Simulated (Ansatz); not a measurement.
Ansatz (a program for electronic structure) input:

Ansatz 0.2 input:
```yaml
crystal:
  periodic: [false, false, false]
  atoms:
    - {symbol: C, position_ang: [-1.65379895, 0.40690314, 0.92845921]}
    - {symbol: B, position_ang: [-0.42334994, 0.10800340, 0.25087792]}
    - {symbol: S, position_ang: [0.59735541, 1.30912866, -0.80445028]}
    - {symbol: S, position_ang: [0.32526368, -1.63198527, 0.23846254]}
    - {symbol: H, position_ang: [-2.17411608, 1.35779536, 0.83207386]}
    - {symbol: H, position_ang: [-2.15603055, -0.31249130, 1.57083258]}
    - {symbol: H, position_ang: [-0.02238238, 2.43911562, -0.42025840]}
    - {symbol: H, position_ang: [1.63016716, -1.30014983, 0.24801117]}
basis:
  gaussian:
    orbitals: def2-TZVPD
hamiltonian:
  xc: {name: B3LYP}
total_charge: -1
output: {forces: true}
```

Problem. What final total energy does it print?

Solution. -861.91894 Eh (B3LYP/def2-TZVPD). The basis has 202 functions.

It need not be the lowest isomer of its formula. Whether it binds its extra electron was not tested at this geometry.
